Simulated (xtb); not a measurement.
C$_{3}$H$_{8}$N, doublet, geometry from GFN2-xTB; GFN2-xTB with ALPB(hexane) (xtb 6.7.1).

Here is a job for xtb.
```
$ xtb mol.xyz --gfn 2 --uhf 1 --alpb hexane --json

# file mol.xyz
12

C     -1.19900215    -0.83639300     0.12677471
C      0.01387559     0.02593350     0.15918196
C      1.35357790    -0.54836869    -0.14265299
N     -0.15604386     1.41099659     0.03001501
H     -1.00348330    -1.78518800     0.62292084
H     -1.52305459    -1.06507776    -0.90040408
H     -2.03019307    -0.34664268     0.63260756
H      1.47859716    -1.50511862     0.36093446
H      2.14235413     0.12417312     0.19219051
H      1.50113967    -0.72383813    -1.21961119
H      0.58823510     1.88250990    -0.46690228
H     -1.07199613     1.69517515    -0.29166300
```

What the program printed (banner, timings and long lists left out):

```
   ID    Z sym.   atoms
    1    6 C      1-3
    2    7 N      4
    3    1 H      5-12

           -------------------------------------------------
          |                Calculation Setup                |
           -------------------------------------------------

           -------------------------------------------------
          |                 G F N 2 - x T B                 |
           -------------------------------------------------

      * Solvation model:               ALPB
        Solvent                        hexane
        Parameter file                 internal GFN2-xTB/ALPB
        Dielectric constant                1.8800E+00
        Reference state                gsolv [1 M gas/solution]
        Free energy shift                  4.8134E-03 Eh       3.0204E+00 kcal/mol
        Temperature                        2.9815E+02 K
        Density                            6.6000E-01 kg/L
        Solvent mass                       8.6180E+01 g/mol
        Interaction kernel             P16
        Born radius scaling (c1)           1.1040E+00
        Born radii integrator          GBOBC
        Born offset                        0.0000E+00 a0       0.0000E+00 AA
        H-bond correction              false
        Ion screening                  false
        Surface tension                    1.0000E-05 Eh       1.5569E+01 dyn/cm
        Grid points                               230 per atom

          ...................................................
          :                      SETUP                      :
          :.................................................:
          :  # basis functions                  24          :
          :  # atomic orbitals                  24          :
          :  # shells                           16          :
          :  # electrons                        25          :
          :  max. iterations                   250          :
          :  Hamiltonian                  GFN2-xTB          :
          :  restarted?                      false          :
          :  GBSA solvation                   true          :
          :  PC potential                    false          :
          :  electronic temp.          300.0000000     K    :
          :  accuracy                    1.0000000          :
          :  -> integral cutoff          0.2500000E+02      :
          :  -> integral neglect         0.1000000E-07      :
          :  -> SCF convergence          0.1000000E-05 Eh   :
          :  -> wf. convergence          0.1000000E-03 e    :
          :  Broyden damping             0.4000000          :
          :  net charge                          0          :
          :  unpaired electrons                  1          :
          ...................................................

 iter      E             dE          RMSdq      gap      omega  full diag
   1    -13.5163926 -0.135164E+02  0.250E+00    8.28       0.0  T
   2    -13.5367935 -0.204008E-01  0.129E+00    7.94       1.0  T
   3    -13.5385974 -0.180392E-02  0.699E-01    8.14       1.0  T
   4    -13.5388499 -0.252474E-03  0.186E-01    8.04       1.0  T
   5    -13.5388893 -0.394337E-04  0.492E-02    8.03       1.0  T
   6    -13.5388890  0.335315E-06  0.125E-02    8.04       2.3  T
   7    -13.5388899 -0.890882E-06  0.352E-03    8.04       8.2  T
   8    -13.5388899 -0.653856E-07  0.111E-03    8.04      26.0  T
   9    -13.5388899 -0.551145E-09  0.191E-04    8.04     151.2  T
  10    -13.5388899 -0.645155E-10  0.228E-05    8.04    1266.1  T

   *** convergence criteria satisfied after 10 iterations ***

         :::::::::::::::::::::::::::::::::::::::::::::::::::::
         ::                     SUMMARY                     ::
         :::::::::::::::::::::::::::::::::::::::::::::::::::::
         :: total energy             -13.350571049898 Eh    ::
         :: total w/o Gsasa/hb       -13.346934663305 Eh    ::
         :: gradient norm              0.001074275895 Eh/a0 ::
         :: HOMO-LUMO gap              8.038361138478 eV    ::
         ::.................................................::
         :: SCC energy               -13.538884685579 Eh    ::
         :: -> isotropic ES            0.011782420156 Eh    ::
         :: -> anisotropic ES          0.005595977352 Eh    ::
         :: -> anisotropic XC          0.007950941234 Eh    ::
         :: -> dispersion             -0.005239385984 Eh    ::
         :: -> Gsolv                  -0.004896108598 Eh    ::
         ::    -> Gelec               -0.001259722005 Eh    ::
         ::    -> Gsasa               -0.008449742412 Eh    ::
         ::    -> Ghb                  0.000000000000 Eh    ::
         ::    -> Gshift               0.004813355820 Eh    ::
         :: repulsion energy           0.188313635681 Eh    ::
         :: add. restraining           0.000000000000 Eh    ::
         :: total charge              -0.000000000000 e     ::
         :::::::::::::::::::::::::::::::::::::::::::::::::::::

           -------------------------------------------------
          |                Property Printout                |
           -------------------------------------------------

    * Orbital Energies and Occupations

         #    Occupation            Energy/Eh            Energy/eV
      -------------------------------------------------------------
         1        2.0000           -0.6193456             -16.8533
         2        2.0000           -0.5909733             -16.0812
         3        2.0000           -0.5848302             -15.9140
         4        2.0000           -0.5456420             -14.8477
         5        2.0000           -0.5203988             -14.1608
         6        2.0000           -0.4979894             -13.5510
         7        2.0000           -0.4867307             -13.2446
         8        2.0000           -0.4610941             -12.5470
         9        2.0000           -0.4543613             -12.3638
        10        2.0000           -0.4516697             -12.2906
        11        2.0000           -0.4334952             -11.7960
        12        2.0000           -0.4079884             -11.1019
        13        1.0000           -0.2455763              -6.6825 (HOMO)
        14                          0.0498281               1.3559 (LUMO)
        15                          0.1290694               3.5122
        16                          0.1502658               4.0889
        17                          0.1691092               4.6017
        18                          0.1839854               5.0065
        19                          0.1860236               5.0620
        20                          0.2211276               6.0172
        21                          0.2310492               6.2872
        22                          0.2408065               6.5527
        23                          0.3590900               9.7713
        24                          0.3606525               9.8139
      -------------------------------------------------------------
                  HL-Gap            0.2954043 Eh            8.0384 eV
             Fermi-level           -0.2123282 Eh           -5.7777 eV

     #   Z          covCN         q      C6AA      α(0)
     1   6 C        3.753    -0.106    22.584     6.777
     2   6 C        2.864    -0.016    28.397     8.735
     3   6 C        3.753    -0.106    22.584     6.777
     4   7 N        2.633    -0.292    27.539     7.794
     5   1 H        0.925     0.037     2.487     2.466
     6   1 H        0.923     0.027     2.636     2.539
     7   1 H        0.925     0.037     2.486     2.466
     8   1 H        0.925     0.037     2.487     2.466
     9   1 H        0.925     0.037     2.486     2.466
    10   1 H        0.923     0.027     2.636     2.539
    11   1 H        0.860     0.159     1.342     1.815
    12   1 H        0.860     0.159     1.342     1.815

 Mol. C6AA /au·bohr⁶  :       1017.692088
 Mol. C8AA /au·bohr⁸  :      21160.631419
 Mol. α(0) /au        :         48.653294

Wiberg/Mayer (AO) data.
largest (>0.10) Wiberg bond orders for each atom

 ---------------------------------------------------------------------------
     #   Z sym  total        # sym  WBO       # sym  WBO       # sym  WBO
 ---------------------------------------------------------------------------
     1   6 C    3.997 --     2 C    1.044     5 H    0.981     7 H    0.980
                             6 H    0.956
     2   6 C    3.427 --     4 N    1.252     3 C    1.044     1 C    1.044
     3   6 C    3.997 --     2 C    1.044     8 H    0.981     9 H    0.980
                            10 H    0.956
     4   7 N    3.224 --     2 C    1.252    12 H    0.953    11 H    0.953
     5   1 H    0.999 --     1 C    0.981
     6   1 H    0.998 --     1 C    0.956
     7   1 H    0.999 --     1 C    0.980
     8   1 H    0.999 --     3 C    0.981
     9   1 H    0.999 --     3 C    0.980
    10   1 H    0.998 --     3 C    0.956
    11   1 H    0.975 --     4 N    0.953
    12   1 H    0.975 --     4 N    0.953
 ---------------------------------------------------------------------------

Topologies differ in total number of bonds
Writing topology from bond orders to xtbtopo.mol

molecular dipole:
                 x           y           z       tot (Debye)
 q only:       -0.050       0.235      -0.225
   full:       -0.085       0.206      -0.583       1.587
molecular quadrupole (traceless):
                xx          xy          yy          xz          yz          zz
 q only:        0.310      -0.224       1.033      -0.022      -1.327      -1.343
  q+dip:        0.937      -0.256       0.821       0.003      -2.522      -1.757
   full:        0.974      -0.267       0.886      -0.003      -2.596      -1.860

           -------------------------------------------------
          | TOTAL ENERGY              -13.350571049898 Eh   |
          | GRADIENT NORM               0.001074275895 Eh/α |
          | HOMO-LUMO GAP               8.038361138478 eV   |
           -------------------------------------------------

normal termination of xtb
```
